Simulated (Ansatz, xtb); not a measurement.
**Two isomers of ClH9Si3Sn**

Structure X is `[SiH3][Sn]([SiH3])([SiH3])[Cl]`, a singlet and structure Y is `[SiH3][SnH]([SiH3])[SiH2]Cl`, a singlet. Both are isolated molecules in the gas phase, relaxed with PBE0-D4/def2-SVP, each in the lowest conformer that the search found.

Question: Which of the two would you expect CCSD(T)/def2-SVP + ΔMP2/def2-TZVPP electronic energies to favour?

Answer: CCSD(T)/def2-SVP + ΔMP2/def2-TZVPP gives E(Y) − E(X) = +0.82 kcal/mol, slightly favouring structure X, which is too small a margin to settle the true order.

How the difference moves with the method:

| level | geometry | E(Y) − E(X) (kcal/mol) | departure from the last row (kcal/mol) | job, with rough time for the two |
| --- | --- | --- | --- | --- |
| PBE0-D4/def2-SVP | PBE0-D4/def2-SVP | +1.96 | +1.14 | optimisation, 79 s |
| HF/def2-SVP | PBE0-D4/def2-SVP | +4.18 | +3.36 | part of the CCSD(T) run |
| MP2/def2-SVP | PBE0-D4/def2-SVP | +1.76 | +0.94 | part of the CCSD(T) run |
| CCSD(T)/def2-SVP | PBE0-D4/def2-SVP | +2.23 | +1.41 | single point |
| CCSD(T)/def2-SVP + ΔMP2/def2-TZVPP | PBE0-D4/def2-SVP | +0.82 |  | single point, 86 s |

As drawn, Y has 1 Cl–Si, 1 Sn–H in place of 1 Cl–Sn, 1 Si–H.

The largest departure from CCSD(T)/def2-SVP + ΔMP2/def2-TZVPP is that of HF/def2-SVP, 3.36 kcal/mol. A small imaginary or near-zero mode remains, so no thermal terms are given. Levels run at GFN2-xTB geometries aren't shown. The last row adds to CCSD(T) the change of the MP2 difference between the two basis sets, here −1.41 kcal/mol.

The correlated steps freeze 24 core orbitals; the filled d shell of Sn is correlated, in a basis made for valence electrons. Atoms past krypton carry core potentials in the def2 sets and no spin–orbit term is included. Programs: Ansatz 0.2.0, xtb 6.7.1; the last row on 2 threads of Arm Neoverse V2 on a shared host.
